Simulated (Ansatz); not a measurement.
Al₂Sb. Charge 0, multiplicity 4. Geometry PBE-D4/def2-TZVP.

| atom | x (Å) | y (Å) | z (Å) |
| --- | --- | --- | --- |
| Al1 | 0.7687 | 0.8365 | 1.0663 |
| Al2 | 0.3150 | -1.4930 | -0.3151 |
| Sb3 | -1.0836 | 0.6565 | -0.7512 |

In the def2 sets Sb takes a core potential; there is no spin–orbit coupling. At PBE0-D4/def2-TZVP a doublet of charge 0 lies 0.51 eV below the quartet, each at its own geometry. The structure comes from a short search, and lower isomers may exist.

Task: Estimate the α-spin orbital energies around the gap (eV) in Ansatz with HF/def2-TZVP, LDA (SPW92)/def2-TZVP, PBE-D4/def2-TZVP, r2SCAN-D4/def2-TZVP, ωB97M-V/def2-TZVP.

Result: 
```json
{"orbital": "HOMO−5", "HF/def2-TZVP": "-13.62", "LDA (SPW92)/def2-TZVP": "-9.28", "PBE-D4/def2-TZVP": "-9.15", "r2SCAN-D4/def2-TZVP": "-9.54", "ωB97M-V/def2-TZVP": "-12.64"}
{"orbital": "HOMO−4", "HF/def2-TZVP": "-12.01", "LDA (SPW92)/def2-TZVP": "-8.04", "PBE-D4/def2-TZVP": "-7.93", "r2SCAN-D4/def2-TZVP": "-8.26", "ωB97M-V/def2-TZVP": "-11.30"}
{"orbital": "HOMO−3", "HF/def2-TZVP": "-8.85", "LDA (SPW92)/def2-TZVP": "-5.67", "PBE-D4/def2-TZVP": "-5.63", "r2SCAN-D4/def2-TZVP": "-5.99", "ωB97M-V/def2-TZVP": "-8.20"}
{"orbital": "HOMO−2", "HF/def2-TZVP": "-7.97", "LDA (SPW92)/def2-TZVP": "-5.54", "PBE-D4/def2-TZVP": "-5.38", "r2SCAN-D4/def2-TZVP": "-5.51", "ωB97M-V/def2-TZVP": "-7.95"}
{"orbital": "HOMO−1", "HF/def2-TZVP": "-7.65", "LDA (SPW92)/def2-TZVP": "-5.11", "PBE-D4/def2-TZVP": "-5.06", "r2SCAN-D4/def2-TZVP": "-5.35", "ωB97M-V/def2-TZVP": "-7.51"}
{"orbital": "HOMO", "HF/def2-TZVP": "-6.81", "LDA (SPW92)/def2-TZVP": "-4.16", "PBE-D4/def2-TZVP": "-4.14", "r2SCAN-D4/def2-TZVP": "-4.41", "ωB97M-V/def2-TZVP": "-6.18"}
{"orbital": "LUMO", "HF/def2-TZVP": "0.42", "LDA (SPW92)/def2-TZVP": "-2.88", "PBE-D4/def2-TZVP": "-2.73", "r2SCAN-D4/def2-TZVP": "-2.67", "ωB97M-V/def2-TZVP": "-0.35"}
{"orbital": "LUMO+1", "HF/def2-TZVP": "1.17", "LDA (SPW92)/def2-TZVP": "-2.29", "PBE-D4/def2-TZVP": "-2.15", "r2SCAN-D4/def2-TZVP": "-2.01", "ωB97M-V/def2-TZVP": "0.33"}
{"orbital": "LUMO+2", "HF/def2-TZVP": "1.95", "LDA (SPW92)/def2-TZVP": "-0.94", "PBE-D4/def2-TZVP": "-0.91", "r2SCAN-D4/def2-TZVP": "-0.86", "ωB97M-V/def2-TZVP": "1.40"}
{"orbital": "LUMO+3", "HF/def2-TZVP": "2.21", "LDA (SPW92)/def2-TZVP": "-0.85", "PBE-D4/def2-TZVP": "-0.74", "r2SCAN-D4/def2-TZVP": "-0.44", "ωB97M-V/def2-TZVP": "1.47"}
{"orbital": "LUMO+4", "HF/def2-TZVP": "2.61", "LDA (SPW92)/def2-TZVP": "-0.40", "PBE-D4/def2-TZVP": "-0.28", "r2SCAN-D4/def2-TZVP": "0.12", "ωB97M-V/def2-TZVP": "1.79"}
{"orbital": "LUMO+5", "HF/def2-TZVP": "4.62", "LDA (SPW92)/def2-TZVP": "1.17", "PBE-D4/def2-TZVP": "1.33", "r2SCAN-D4/def2-TZVP": "1.63", "ωB97M-V/def2-TZVP": "3.64"}
{"orbital": "β HOMO", "HF/def2-TZVP": "-7.26", "LDA (SPW92)/def2-TZVP": "-5.25", "PBE-D4/def2-TZVP": "-5.13", "r2SCAN-D4/def2-TZVP": "-5.36", "ωB97M-V/def2-TZVP": "-7.60"}
{"orbital": "β LUMO", "HF/def2-TZVP": "-0.53", "LDA (SPW92)/def2-TZVP": "-4.74", "PBE-D4/def2-TZVP": "-4.42", "r2SCAN-D4/def2-TZVP": "-4.14", "ωB97M-V/def2-TZVP": "-2.12"}
```
